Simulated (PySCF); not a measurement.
These 2 structures share the formula C4H6BCl. Computed with PBE0-D3(BJ)/def2-SVP geometry optimisation, gas phase (PySCF 2.14.0). One conformer each; no zero-point energy, no entropy. No frequencies were run at this level. Point groups hold within 0.08 Å.

Question: Rank from lowest to highest electronic energy at this level (kcal/mol).
A. `[Cl:1][BH:2][C@:3]12[CH2:4][C@H:5]1[CH2:6]2` with Cl1–B2–C3–C4 164°
B. `[BH2:1][C@@H:2]([C:3]#[CH:4])[CH2:5][Cl:6]` with H–B1–C2–C3 89° and -90°, B1–C2–C5–Cl6 73°

Answer: A (0.0), B (52.1).

As drawn, the lower has a three-membered ring, which the higher lacks; the higher has a C≡C bond, which the lower lacks.

| SMILES | E (Eh) | E rel (kcal/mol) | dipole (D) | point group | A, B, C (MHz) |
| --- | --- | --- | --- | --- | --- |
| ClB[C@]12C[C@H]1C2 | -640.42191 | 0.0 | 1.77 | C1 | 7780, 1711, 1528 |
| B[C@@H](C#C)CCl | -640.33893 | 52.1 | 2.45 | C1 | 9007, 1399, 1281 |

Question: How do the relative energies change in single points at B3LYP/pcSseg-1 (no added dispersion term) on the same geometries?

Answer: 
| SMILES | PBE0-D3(BJ)/def2-SVP (kcal/mol) | B3LYP/pcSseg-1 (kcal/mol) | shift |
| --- | --- | --- | --- |
| ClB[C@]12C[C@H]1C2 | 0.0 | 0.0 | 0.0 |
| B[C@@H](C#C)CCl | 52.1 | 37.6 | -14.5 |

Each column counts from its own lowest isomer. The order is unchanged; the largest shift is 14.5 kcal/mol.
